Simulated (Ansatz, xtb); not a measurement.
# Relaxing a trial structure of AlBF2Si

The starting geometry of this gas-phase triplet was built from a drawn formula by distance geometry; its bonds are those of `FB=[Si](F)[Al]`.

```xyz
5

Al   -2.0754    0.9535   -1.5388
B    -3.8653   -1.8040   -0.6288
F    -4.1576   -2.2197    0.7598
F    -3.4109   -1.4633   -3.7404
Si   -3.4238   -0.8815   -2.1642
```

Predict what it relaxes into with r2SCAN-D4/def2-SVP.

A new bond forms, giving a structure given below by its coordinates. Distances that change by over a tenth: B2–F3 (1.48 → 1.31 Å). Contacts that close: Al1–B2 (3.41 → 2.28 Å).

The energy falls by 1.65 eV over 10 steps:

| step | E − E(last) (eV) |
| --- | --- |
| 1 | 1.649 |
| 2 | 1.015 |
| 3 | 0.619 |
| 4 | 0.270 |
| 5 | 0.041 |
| 6 | 0.010 |
| 7 | 0.003 |
| 8 | 0.000 |
| 9 | 0.000 |
| 10 | 0.000 |

Final geometry (Å):

```xyz
5

Al   -2.2718    0.5156   -0.9735
B    -3.5583   -1.3194   -0.5685
F    -3.9419   -2.0475    0.4504
F    -3.5103   -1.7687   -3.7671
Si   -3.6507   -0.7952   -2.4536
```

From the same start GFN2-xTB ends elsewhere, differing in Al1–B2 (3.38 against 2.28 Å here), Al1–F4 (1.68 against 3.82 Å here), F4–Si5 (3.83 against 1.64 Å here).

The end wasn't checked by frequencies. Open shells are spin-unrestricted. The triplet needn't be the ground state. Run with Ansatz 0.2.0, 3.5 min on 1 thread of AMD EPYC (Zen 3), on a shared host.
